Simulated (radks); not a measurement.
Spin polarisation of the 5p5 shell in neutral iodine. Start: [Kr] 4d10 5s2 5p(up 2.5, down 2.5); electrons of 5p are moved from spin down to spin up, other shells keep equal spins. Calculated with a radial shooting solver on a logarithmic mesh with Libxc functionals: non-relativistic Kohn-Sham, PBE, spin-polarised, spherical densities, point nucleus.

| moment (Bohr magnetons) | E - E(0) (eV) | e(5p up) (eV) | e(5p down) (eV) | 5s down minus up (eV) |
|---|---|---|---|---|
| 0 | 0.000 | -7.146 | -7.146 | 0.000 |
| 0.25 | -0.010 | -7.222 | -7.068 | 0.156 |
| 0.5 | -0.038 | -7.294 | -6.986 | 0.312 |
| 0.75 | -0.087 | -7.364 | -6.901 | 0.468 |
| 1 | -0.154 | -7.430 | -6.813 | 0.624 |

At moment 1 the spin-polarisation energy is -0.154 eV and the 5p exchange splitting 0.617 eV, that is 0.617 eV per Bohr magneton; E = -I m^2/4 would give I = 0.617 eV.
